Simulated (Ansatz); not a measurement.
Mulliken charges of CH4BrSn, SMILES `[CH3][SnH][Br]` radical from B3LYP/def2-TZVPP in Ansatz (PBE0-D4/def2-TZVP geometry).

```csv
atom,x (Å),y (Å),z (Å),charge (e)
C1,-0.808,0.564,-0.182,-0.555
Sn2,0.587,-1.075,-0.300,0.650
Br3,1.345,-1.444,2.060,-0.373
H4,-0.283,1.408,0.268,0.141
H5,-1.651,0.277,0.443,0.135
H6,-1.153,0.826,-1.182,0.126
H7,2.025,-0.625,-1.153,-0.124
```

Problem. By hand: the dipole of these point charges (1 e Å = 4.8032 D).

Solution. Σ q r = (-0.331, -0.056, -0.771) e Å, of length 0.841 e Å = 4.04 D.

Problem. How does the dipole of the full density compare? (Estimate.)

Solution. Ansatz gave: (-0.314, 0.176, -0.471) e Å, 2.85 D; the point charges give 1.42 times that, at 23° from its direction.

Point charges leave out the atoms' own dipoles, such as those of lone pairs, and Mulliken's split depends on the basis, so the two needn't agree.

B3LYP here is the variant with VWN-RPA as its local correlation; programs differ in this.
